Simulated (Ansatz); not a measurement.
The first iterations of a band of H3NZn (5 atoms, charge 0, multiplicity 1).

The calculation used RKS PBE-D4/def2-TZVP in Ansatz 0.2.0.

| Property | Result |
| --- | --- |
| movable images | 5 |
| climbing image | yes |
| spring | 5.0 eV/Å² |
| optimiser | quadratic models (default) |
| start path | through a guess of the saddle point |
| force threshold | 0.2 eV/Å |
| iteration limit | 60 |
| end points | relaxed |

First end point:

```xyz
5
Properties=species:S:1:pos:R:3
N -0.116 -0.860 -0.097
Zn 0.343 0.911 -0.097
H -1.057 -1.095 -0.414
H 0.064 -1.386 0.758
H 0.816 2.356 -0.190
```

Last end point:

```xyz
5
Properties=species:S:1:pos:R:3
N -0.410 -0.728 0.216
Zn 0.331 0.917 -0.084
H -0.927 -1.154 -0.553
H 0.193 -1.445 0.619
H 0.862 2.336 -0.240
```

| iteration | highest image above the first end (eV) | largest band force component (eV/Å) |
| --- | --- | --- |
| 1 | 16.542 | 58.109 |
| 2 | 4.672 | 13.854 |
| 3 | 2.306 | 8.421 |

**Question.** Does the band converge within its limit, and where does its top end?

**Answer.** It converged. It ended after 9 iterations with the highest image 0.020 eV above the first end. The threshold of 0.2 eV/Å is loose, so the images may lie well off the minimum-energy path. Another band between the same ends (5 images) ends at a top of the same energy, where a vibrational analysis finds 1 clearly imaginary mode.

Run time: 49 s on 2 threads of Arm Neoverse V1 (shared host), peak memory 0.15 GiB.
